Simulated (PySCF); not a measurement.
aminoborane (H$_{4}$BN), singlet, at a GFN2-xTB geometry; PySCF with CAMB3LYP/cc-pVDZ.

Here is a job for PySCF.
```python
from pyscf import gto, scf, dft

mol = gto.Mole()
mol.atom = '''
    B    -0.77307193    0.03810398   -0.00610888
    N     0.60276472   -0.02970970    0.00476310
    H    -1.38946287   -0.95786383   -0.02622734
    H    -1.28877919    1.08987185    0.00506365
    H     1.20319210    0.77796860    0.02194645
    H     1.12105659   -0.89252861   -0.00358004
'''
mol.basis = 'cc-pvdz'
mol.verbose = 3
mol.build()

mf = dft.RKS(mol)
mf.xc = 'camb3lyp'
mf.kernel()
mf.analyze()
```

It wrote (shortened):

```
converged SCF energy = -81.9900396022766
**** MO energy ****
MO #1   energy= -14.4032574998408  occ= 2
MO #2   energy= -6.8045586404731   occ= 2
MO #3   energy= -0.949624019884664 occ= 2
MO #4   energy= -0.598363632969305 occ= 2
MO #5   energy= -0.578962472691126 occ= 2
MO #6   energy= -0.457561898956573 occ= 2
MO #7   energy= -0.379119149952342 occ= 2
MO #8   energy= -0.364709077049457 occ= 2
MO #9   energy= 0.0666169470587499 occ= 0
MO #10  energy= 0.10450153438377   occ= 0
MO #11  energy= 0.156665449754303  occ= 0
MO #12  energy= 0.211038660705348  occ= 0
MO #13  energy= 0.23159074098176   occ= 0
MO #14  energy= 0.265747555840464  occ= 0
MO #15  energy= 0.340980711421075  occ= 0
MO #16  energy= 0.38193706352518   occ= 0
 ** Mulliken atomic charges  **
charge of    0B =     -0.04811
charge of    1N =     -0.37115
charge of    2H =     -0.01258
charge of    3H =     -0.01258
charge of    4H =      0.22222
charge of    5H =      0.22222
Dipole moment(X, Y, Z, Debye):  2.14238, -0.10560,  0.01693
```
